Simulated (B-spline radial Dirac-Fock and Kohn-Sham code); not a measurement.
**EELS cross sections of the Bi M3 edge**

System: atomic bismuth, [Xe] 4f14 5d10 6s2 6p3. Method: the first Born approximation with generalised oscillator strengths from a Dirac-Hartree-Slater potential (longitudinal and transverse terms; continuum final states only, so no white lines or fine structure). Computed with a radial B-spline solver. The edge is taken at 3177.0 eV (tabulated value).

The run's input, task.json:

```json
{"items": [{
  "Z": 83,
  "q": 0,
  "cfg": [[1, 0, 2], [2, 0, 2], [2, 1, 6], [3, 0, 2], [3, 1, 6], [3, 2, 10], [4, 0, 2], [4, 1, 6], [4, 2, 10], [4, 3, 14], [5, 0, 2], [5, 1, 6], [5, 2, 10], [6, 0, 2], [6, 1, 3]],
  "A": 209,
  "rrms": 5.5211,
  "do": "eels",
  "beams": [[60, 5], [60, 10], [60, 50], [80, 10], [80, 50], [80, 100], [100, 10], [100, 20], [120, 10], [120, 50], [200, 5], [300, 5], [300, 50], [300, 100]],
  "edges": {"M3": 3177.0}
}]}
```

Command: `python xray2_run.py task.json out`

Partial cross sections σ(β, Δ) in barn, integrated over a window Δ above the edge and up to the collection semi-angle β, for parallel illumination:

```
E₀ (kV)  β (mrad)  Δ = 25 eV  Δ = 50 eV  Δ = 100 eV  Δ = 200 eV  Δ = 300 eV
     60         5      0.243      0.505        1.01        1.92        2.71
     60        10      0.933       1.94        3.88        7.38        10.4
     60        50       11.4       24.2        49.0        94.5         135
     80        10       1.24       2.57        5.15        9.79        13.9
     80        50       11.9       25.4        51.5        99.4         142
     80       100       19.4       42.8        88.1         172         248
    100        10       1.54       3.18        6.35        12.1        17.1
    100        20       4.59       9.56        19.2        36.8        52.4
    120        10       1.82       3.75        7.50        14.3        20.3
    120        50          ?          ?           ?           ?           ?
    200         5      0.904       1.86        3.71        7.06        9.99
    300         5       1.47       3.02        6.03        11.5        16.3
    300        50       11.5       25.0        51.3         100         145
    300       100       13.5       30.2        62.7         123         179
```

Problem. Give the row for 120 kV and 50 mrad.

Solution. 12.0 b for 25 eV, 25.8 b for 50 eV, 52.4 b for 100 eV, 102 b for 200 eV, 146 b for 300 eV.
